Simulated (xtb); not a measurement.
H$_{3}$BN (SMILES B=[NH2+]), charge +1, singlet, at a GFN2-xTB geometry; GFN2-xTB (xtb).

The xtb input:
```
$ xtb mol.xyz --gfn 2 --chrg 1 --uhf 0 --json

# file mol.xyz
5

B      0.72191147    -0.07271956     0.28604142
N     -0.47574358     0.04792259    -0.18850285
H      1.78645177    -0.17995280     0.70784191
H     -0.95409398     0.93158201    -0.39777808
H     -1.11171008    -0.72348951    -0.42075099
```

What does xtb print? Leave out banner, timings and long lists.


```
   ID    Z sym.   atoms
    1    5 B      1
    2    7 N      2
    3    1 H      3-5

           -------------------------------------------------
          |                Calculation Setup                |
           -------------------------------------------------

           -------------------------------------------------
          |                 G F N 2 - x T B                 |
           -------------------------------------------------

          ...................................................
          :                      SETUP                      :
          :.................................................:
          :  # basis functions                  11          :
          :  # atomic orbitals                  11          :
          :  # shells                            7          :
          :  # electrons                        10          :
          :  max. iterations                   250          :
          :  Hamiltonian                  GFN2-xTB          :
          :  restarted?                      false          :
          :  GBSA solvation                  false          :
          :  PC potential                    false          :
          :  electronic temp.          300.0000000     K    :
          :  accuracy                    1.0000000          :
          :  -> integral cutoff          0.2500000E+02      :
          :  -> integral neglect         0.1000000E-07      :
          :  -> SCF convergence          0.1000000E-05 Eh   :
          :  -> wf. convergence          0.1000000E-03 e    :
          :  Broyden damping             0.4000000          :
          :  net charge                          1          :
          :  unpaired electrons                  0          :
          ...................................................

 iter      E             dE          RMSdq      gap      omega  full diag
   1     -5.2018185 -0.520182E+01  0.136E+01    3.90       0.0  T
   2     -5.2248697 -0.230511E-01  0.738E+00    5.21       1.0  T
   3     -5.2192404  0.562922E-02  0.588E+00    4.18       1.0  T
   4     -5.2976103 -0.783699E-01  0.110E+00    5.08       1.0  T
   5     -5.2988803 -0.126994E-02  0.245E-01    5.24       1.0  T
   6     -5.2990944 -0.214173E-03  0.130E-01    5.16       1.0  T
   7     -5.2991294 -0.350053E-04  0.250E-02    5.18       1.8  T
   8     -5.2991297 -0.248495E-06  0.677E-03    5.18       6.6  T
   9     -5.2991299 -0.171592E-06  0.101E-03    5.18      44.1  T
  10     -5.2991299 -0.242413E-08  0.326E-04    5.18     137.0  T
  11     -5.2991299 -0.597464E-09  0.462E-05    5.18     967.3  T

   *** convergence criteria satisfied after 11 iterations ***

         :::::::::::::::::::::::::::::::::::::::::::::::::::::
         ::                     SUMMARY                     ::
         :::::::::::::::::::::::::::::::::::::::::::::::::::::
         :: total energy              -5.206451859119 Eh    ::
         :: gradient norm              0.000039584625 Eh/a0 ::
         :: HOMO-LUMO gap              5.175830297706 eV    ::
         ::.................................................::
         :: SCC energy                -5.299129866469 Eh    ::
         :: -> isotropic ES            0.140548785740 Eh    ::
         :: -> anisotropic ES         -0.013254815943 Eh    ::
         :: -> anisotropic XC          0.005499746300 Eh    ::
         :: -> dispersion             -0.000702129317 Eh    ::
         :: repulsion energy           0.092678007350 Eh    ::
         :: add. restraining           0.000000000000 Eh    ::
         :: total charge               1.000000000000 e     ::
         :::::::::::::::::::::::::::::::::::::::::::::::::::::

           -------------------------------------------------
          |                Property Printout                |
           -------------------------------------------------

    * Orbital Energies and Occupations

         #    Occupation            Energy/Eh            Energy/eV
      -------------------------------------------------------------
         1        2.0000           -0.8993018             -24.4712
         2        2.0000           -0.8133351             -22.1320
         3        2.0000           -0.8110652             -22.0702
         4        2.0000           -0.7487501             -20.3745
         5        2.0000           -0.7460226             -20.3003 (HOMO)
         6                         -0.5558144             -15.1245 (LUMO)
         7                         -0.5002235             -13.6118
         8                         -0.2462932              -6.7020
         9                         -0.0537397              -1.4623
        10                         -0.0143034              -0.3892
        11                          0.6373095              17.3421
      -------------------------------------------------------------
                  HL-Gap            0.1902083 Eh            5.1758 eV
             Fermi-level           -0.6509185 Eh          -17.7124 eV

     #   Z          covCN         q      C6AA      α(0)
     1   5 B        1.785     0.385    33.061    12.115
     2   7 N        2.559    -0.163    24.557     7.360
     3   1 H        0.945     0.132     1.521     1.928
     4   1 H        0.859     0.323     0.647     1.260
     5   1 H        0.859     0.323     0.647     1.260

 Mol. C6AA /au·bohr⁶  :        180.262268
 Mol. C8AA /au·bohr⁸  :       4734.360485
 Mol. α(0) /au        :         23.923006

Wiberg/Mayer (AO) data.
largest (>0.10) Wiberg bond orders for each atom

 ---------------------------------------------------------------------------
     #   Z sym  total        # sym  WBO       # sym  WBO       # sym  WBO
 ---------------------------------------------------------------------------
     1   5 B    3.030 --     2 N    1.948     3 H    0.974
     2   7 N    3.611 --     1 B    1.948     4 H    0.830     5 H    0.830
     3   1 H    0.983 --     1 B    0.974
     4   1 H    0.895 --     2 N    0.830
     5   1 H    0.895 --     2 N    0.830
 ---------------------------------------------------------------------------

Topologies differ in total number of bonds
Writing topology from bond orders to xtbtopo.mol

molecular dipole:
                 x           y           z       tot (Debye)
 q only:       -0.147       0.015      -0.058
   full:       -0.285       0.029      -0.113       0.782
molecular quadrupole (traceless):
                xx          xy          yy          xz          yz          zz
 q only:        3.392      -0.461      -1.010       2.707      -0.239      -2.381
  q+dip:        4.885      -0.661      -1.413       3.918      -0.345      -3.472
   full:        2.904      -0.317       0.003       2.720      -0.219      -2.907

           -------------------------------------------------
          | TOTAL ENERGY               -5.206451859119 Eh   |
          | GRADIENT NORM               0.000039584625 Eh/α |
          | HOMO-LUMO GAP               5.175830297706 eV   |
           -------------------------------------------------

normal termination of xtb
```
